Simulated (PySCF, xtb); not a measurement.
H5O4Si, SMILES [Si](O)(O)([OH2+])O, charge +1.

xtb with GFN2-xTB at its own geometry gives an orbital gap of 9.11 eV.

Geometry optimised at PBE0-D3(BJ)/def2-SVP. The isomer is the one that the SMILES or the coordinates give; other isomers of the formula were not compared. One conformer was computed; it need not be the lowest.

**Question.** What does PBE/def2-TZVP (PySCF) give? (Estimate from the structure and the level; the computed values follow.)

**Answer.** gap 6.71 eV (levels -12.90 and -6.19 eV).
